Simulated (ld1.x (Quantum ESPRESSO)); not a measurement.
Reading a pseudo-wave (Ag)

Columns: radius, all-electron u(r) and pseudo u(r) of the 4d shell (level -10.54 eV) of silver in the configuration [Kr] 4d9 5s2 5p0; BLYP, scalar-relativistic, ultrasoft scheme, ld1.x (Quantum ESPRESSO) 7.5.

```csv
r (bohr),all-electron,pseudo
0.173,0.4267,-0.0144
0.345,0.2600,-0.1023
0.518,-0.2701,-0.2887
0.690,-0.6719,-0.5291
0.862,-0.8704,-0.7436
1.035,-0.9179,-0.8641
1.208,-0.8802,-0.8722
1.380,-0.8040,-0.8050
1.553,-0.7143,-0.7143
1.725,-0.6251,-0.6251
1.898,-0.5416,-0.5416
2.070,-0.4670,-0.4670
2.242,-0.4013,-0.4013
2.415,-0.3438,-0.3438
2.588,-0.2942,-0.2942
2.760,-0.2518,-0.2518
2.932,-0.2154,-0.2154
3.105,-0.1841,-0.1841
3.278,-0.1573,-0.1573
3.450,-0.1345,-0.1345
3.623,-0.1150,-0.1150
3.795,-0.0984,-0.0984
3.968,-0.0841,-0.0841
4.140,-0.0720,-0.0720
4.312,-0.0616,-0.0616
4.485,-0.0527,-0.0527
```

Q: How many radial nodes do the two functions have?

A: The all-electron 4d function has n − l − 1 = 1; the pseudo-wave has 0, since the states of the same l below it are removed with the core.

Q: At about which radius was the pseudo-wave matched?

A: 1.55 bohr, where the columns begin to agree (steps of 0.17 bohr).

Q: Where does each function peak?

A: Outermost all-electron maximum near 1.03 bohr, pseudo maximum near 1.21 bohr (to the table’s step).

Q: Is the pseudo-wave norm-conserving?

A: No, it belongs to an ultrasoft set: the norm inside the radius is not constrained, and the difference is carried by the augmentation charge.
